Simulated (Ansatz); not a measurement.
ClFGeH4OSi, SMILES `F[SiH2][O][GeH2][Cl]`. Charge 0, multiplicity 1.

Cartesian coordinates in Å:
```
F 1.804 0.722 -1.267
Si 0.232 0.992 -1.190
O -0.503 -0.265 -0.473
Ge -0.387 -1.150 1.048
Cl 0.120 0.258 2.586
H -0.281 1.083 -2.572
H 0.047 2.240 -0.418
H 0.746 -2.172 0.947
H -1.779 -1.708 1.339
```

**Question.** What are the harmonic wavenumbers in cm⁻¹ at PBE0-D4/def2-TZVP (Ansatz, finite differences of forces, unscaled)? (An estimate is asked.)

**Answer.** Computed: 22, 47, 77, 213, 334, 428, 520, 554, 657, 706, 740, 783, 855, 871, 946, 980, 1060, 2197, 2212, 2265, 2273.

**Question.** Is this a minimum?

**Answer.** Yes, all 21 modes are real.

**Question.** Give the ideal-gas thermochemistry at 298.15 K and 1 bar (rigid rotor, harmonic oscillator; point group C1, symmetry number 1).

**Answer.** Zero-point energy 112.1 kJ/mol; H(298) − E = 134.6 kJ/mol; entropy 387.9 J/(mol·K), of which translation 173.3, rotation 121.0, vibration 93.7; G(298) − E = 18.9 kJ/mol. Modes under 100 cm⁻¹ are hindered rotations or soft bends, so the harmonic entropy is rough.

**Question.** And at 400, 500, 600, 800 and 1000 K?

**Answer.** 
| T (K) | H − E (kJ/mol) | S (J/mol/K) | G − E (kJ/mol) |
| --- | --- | --- | --- |
| 400 | 146.9 | 423.4 | -22.5 |
| 500 | 160.6 | 454.0 | -66.4 |
| 600 | 175.6 | 481.2 | -113.1 |
| 800 | 208.1 | 527.8 | -214.2 |
| 1000 | 243.1 | 566.8 | -323.8 |

**Question.** Rotational constants (cm⁻¹)?

**Answer.** 0.1068, 0.03792, 0.03184.
